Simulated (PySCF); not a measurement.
Electron correlation in Au (gold, neutral)

[Xe] 4f14 5d10 6s1, 2S determinant. All numbers are calculated (PySCF 2.14, a scalar-relativistic core potential, in aug-cc-pVTZ-PP with ECP60MDF). Frozen: 5s2 5p6; 11 electrons correlated.

```
  level  correlation energy (mhartree)
   CCSD                        -361.22
    (T)                         -17.50
CCSD(T)                        -378.72
```

Diagnostics: T1 = 0.014, D1 = 0.0595, largest double amplitude 0.019.

Problem. Is a single reference adequate?

Solution. Yes, within this model without spin-orbit coupling: T1 lies below 0.03 and no double amplitude reaches 0.07.
